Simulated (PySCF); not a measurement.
# Working out the ionisation energy of In

In [Kr] 4d10 5s2 5p1 (2P) → In⁺ [Kr] 4d10 5s2 (1S). All numbers are calculated (PySCF 2.14, scalar relativity by spin-free X2C-1e, in aug-cc-pVQZ-DK3). Frozen: [Kr] 4d10. Energies in hartree (1 hartree = 27.21139 eV):

```csv
part,In (lower),In⁺ (upper)
UHF,-5878.032475,-5877.840708
CCSD correlation,-0.042300,-0.033020
(T),-0.000844,0.000000
```

Q: What does Hartree-Fock give?

A: (-5877.840708) − (-5878.032475) = 0.191767 hartree = 5.218 eV.

Q: What do CCSD and CCSD(T) give?

A: The CCSD correlation energies differ by 0.009280 hartree = 0.253 eV and the triples by 0.000844 hartree = 0.023 eV, so CCSD gives 5.471 eV and CCSD(T) 5.494 eV.

Measured between the centres of the two terms (NIST): 5.603 eV, so CCSD(T) (valence) is off by -0.109 eV.

What remains against the reference includes basis incompleteness, the frozen core and higher excitations.
